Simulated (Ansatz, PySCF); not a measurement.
Reaction 2 R1 + R2 + 2 R3 → 4 P1 + P2, each structure at its B3LYP-D3(BJ)/def2-SVP stationary point, reached from a drawn start (curvature not checked).
R1: CH4 (SMILES C), charge 0, multiplicity 1.
P1: H2 (SMILES [H][H]), charge 0, multiplicity 1.
R2: NH3 (SMILES N), charge 0, multiplicity 1.
R3, SiH4 (SMILES [SiH4]) (charge 0, multiplicity 1):
```
atom    x (Å)    y (Å)    z (Å)
----  -------  -------  -------
Si     0.0000   0.0000   0.0000
H      0.8605   0.8605   0.8605
H     -0.8605  -0.8605   0.8605
H     -0.8605   0.8605  -0.8605
H      0.8605  -0.8605  -0.8605
```
P2, C2H11NSi2 (SMILES C[SiH](C)N[SiH3]) (charge 0, multiplicity 1):
```xyz
16

Si    -0.6078    -0.4025    -0.5305
N      1.0021    -0.7966     0.0414
Si     2.3712     0.2468     0.3093
C     -0.7429     1.4715    -0.6004
C     -1.9081    -1.1381     0.6136
H     -0.8331    -0.9644    -1.9016
H      1.2030    -1.7879     0.1544
H      2.8634     0.9124    -0.9369
H      2.0554     1.3363     1.2807
H      3.4744    -0.5921     0.8618
H     -0.6166     1.9170     0.3995
H      0.0153     1.9105    -1.2692
H     -1.7336     1.7683    -0.9810
H     -1.8041    -2.2336     0.6838
H     -1.8134    -0.7236     1.6304
H     -2.9251    -0.9241     0.2449
```

P less R. No zero-point or thermal terms. One arrangement of each flexible species, with no search for the lowest.

The values were computed with Ansatz (an electronic-structure program) with Gaussian orbitals; PySCF for the D3/D4 terms. Each number belongs to the level named beside it.

Problem. One of these levels gives -3.8 kJ/mol for the reaction energy. Which?
A. PBE-D3(BJ)/def2-TZVPP
B. PBE/def2-TZVPP
C. BLYP/def2-TZVPP
D. r2SCAN-D4/def2-TZVPP

Solution. A, PBE-D3(BJ)/def2-TZVPP. The others give 16.1 (PBE/def2-TZVPP), 35.8 (BLYP/def2-TZVPP), -14.6 (r2SCAN-D4/def2-TZVPP)
